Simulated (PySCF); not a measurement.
Members of one family of related compounds. Computed with TDDFT PBE0/def2-SVPD, vertical, gas phase, core orbitals frozen in the response (PySCF 2.14.0, density-fitted response routines). Geometries: GFN2-xTB; one conformer of each isolated species. Triplets are in the Tamm–Dancoff approximation.

Task: Rank by computed lowest singlet excitation energy, highest first.
A. `[SiH3][Si]([SiH3])(C)C#N`
B. `C[Si](N)([SiH3])[SiH3]`
C. `C[Si]([SiH3])([SiH3])CC#N`
D. `C[Si]([SiH3])([SiH3])OC=O`

Result: C (6.49 eV), A (6.27 eV), D (5.81 eV), B (5.25 eV).

| SMILES | S1 (eV) | first f ≥ 0.01 (nm) | α (au) | gap (eV) | f (S1) | T1 (eV) | S1 mainly |
| --- | --- | --- | --- | --- | --- | --- | --- |
| C[Si]([SiH3])([SiH3])CC#N | 6.49 | 191 | 126.6 | 7.48 | 0.179 | 5.47 | H→L (84%) |
| C[Si]([SiH3])([SiH3])C#N | 6.27 | 198 | 115.3 | 7.42 | 0.033 | 5.48 | H→L+1 (50%) |
| C[Si]([SiH3])([SiH3])OC=O | 5.81 | 207 | 118.4 | 7.05 | 0.003 | 5.11 | H→L+1 (30%) |
| C[Si](N)([SiH3])[SiH3] | 5.25 | 236 | 111.0 | 6.48 | 0.018 | 4.75 | H→L (87%) |

H and L stand for HOMO and LUMO.

- `C[Si]([SiH3])([SiH3])CC#N`: Löwdin shares by element: HOMO silicon 70%, carbon 5% or more (atoms not listed hold the other 26%); LUMO silicon 68%, hydrogen 9% or more (atoms not listed hold the other 23%).
- `C[Si]([SiH3])([SiH3])C#N`: Löwdin shares by element: HOMO silicon 61%, nitrogen 9% (atoms not listed hold the other 30%); LUMO silicon 63%, hydrogen 8% or more (atoms not listed hold the other 30%).
- `C[Si]([SiH3])([SiH3])OC=O`: Löwdin shares by element: HOMO silicon 52%, oxygen 17% or more (atoms not listed hold the other 30%); LUMO silicon 70%, hydrogen 8% or more (atoms not listed hold the other 21%).
- `C[Si](N)([SiH3])[SiH3]`: Löwdin shares by element: HOMO silicon 41%, nitrogen 39% (atoms not listed hold the other 20%); LUMO silicon 66%, hydrogen 9% or more (atoms not listed hold the other 25%).
